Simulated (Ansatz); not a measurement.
Gas-phase electronic energies from Ansatz, PBE0-D4/def2-TZVP geometries. CBS: MP2 limit from def2 TZ/QZ plus the TZ coupled-cluster correction, frozen cores. This one scheme is used for every species. Functionals use def2-TZVPP. B3LYP here is the variant with VWN-RPA as its local correlation; programs differ in this. For Ga outer-core shells are correlated without core-valence functions, which leaves a few kJ/mol of doubt a bond. Scalar relativity is left out up to krypton. One conformer a species, not always the lowest.

Consider the ligand exchange at a Ga–C bond: `C[O][Ga]([OH])[CH2][SiH3]` + CH₃OH → `C[O][Ga]([OH])[O]C` + `C[SiH3]`.

```
             level  ΔE (kJ/mol)  difference from CCSD(T)/CBS
            PBE-D4        -36.3                          1.8
         r2SCAN-D4        -44.7                         -6.6
           PBE0-D4        -36.5                          1.6
          B3LYP-D4        -44.2                         -6.1
           ωB97X-V        -45.6                         -7.5
           ωB97M-V        -40.9                         -2.8
            B2PLYP        -49.3                        -11.2
               PBE        -38.7                         -0.6
            r2SCAN        -45.4                         -7.3
              PBE0        -38.8                         -0.7
             B3LYP        -48.0                         -9.9
     HF/def2-TZVPP        -58.8                        -20.7
    MP2/def2-TZVPP        -45.4                         -7.3
SCS-MP2/def2-TZVPP        -49.9                        -11.8
   CCSD/def2-TZVPP        -46.7                         -8.6
CCSD(T)/def2-TZVPP        -45.4                         -7.3
     HF/def2-QZVPP        -59.8                        -21.7
    MP2/def2-QZVPP        -41.6                         -3.5
SCS-MP2/def2-QZVPP        -46.6                         -8.5
      HF/CBS(def2)        -60.0                        -21.9
     MP2/CBS(def2)        -38.1                          0.0
    CCSD/CBS(def2)        -39.4                         -1.3
       CCSD(T)/CBS        -38.1                            0
```

Largest T1 diagnostic among the species: 0.014.

The D4 term adds +3.9 kJ/mol with B3LYP and +2.3 kJ/mol with PBE0; it sums over pairs of atoms, weighted by their polarisabilities, and B3LYP, whose exchange is more repulsive, gets the larger term. In def2-TZVPP, CCSD(T) changes the Hartree–Fock value by +13.4 kJ/mol (the triples alone add +1.3 kJ/mol) and MP2 by +13.4 kJ/mol.
